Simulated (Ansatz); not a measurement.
```yaml
crystal:
  periodic: [false, false, false]
  atoms:
    - {symbol: C, position_ang: [-0.374058, -1.973951, 0.142546]}
    - {symbol: C, position_ang: [-0.442851, -0.858125, 0.892948]}
    - {symbol: C, position_ang: [0.018637, 0.274220, 0.078989]}
    - {symbol: C, position_ang: [0.364048, -0.302253, -1.227178]}
    - {symbol: C, position_ang: [0.129258, -1.627222, -1.179900]}
    - {symbol: C, position_ang: [0.796121, 1.436557, 0.679644]}
    - {symbol: C, position_ang: [-0.585347, 1.664684, 0.213686]}
    - {symbol: H, position_ang: [-0.645441, -2.972567, 0.458107]}
    - {symbol: H, position_ang: [-0.775251, -0.775597, 1.918943]}
    - {symbol: H, position_ang: [0.740975, 0.268901, -2.064838]}
    - {symbol: H, position_ang: [0.284788, -2.331726, -1.986093]}
    - {symbol: H, position_ang: [1.615664, 1.821937, 0.087203]}
    - {symbol: H, position_ang: [0.985064, 1.387515, 1.744092]}
    - {symbol: H, position_ang: [-1.371090, 1.776600, 0.949376]}
    - {symbol: H, position_ang: [-0.740497, 2.211026, -0.707507]}
basis:
  gaussian: {orbitals: def2-TZVPD}
hamiltonian: {xc: {name: HF}}
correlation: {method: mp2, frozen_orbitals: {C: 9}}
output: {forces: true}
```

```sh
$ ansatz run in.yaml --threads 2 --pin off --events-out ev --progress --plain --max-ram 32768MiB --backend cuda --devices 0, --max-vram 18GiB
```

It prints (some lines left out):

```
Functional definition: HF
Error: "frozen_orbitals" has no count for H
```

Q: What is wrong with this run?

A: Frozen orbitals are typed for one element alone, and the program wants a count for each. The program refused the input.
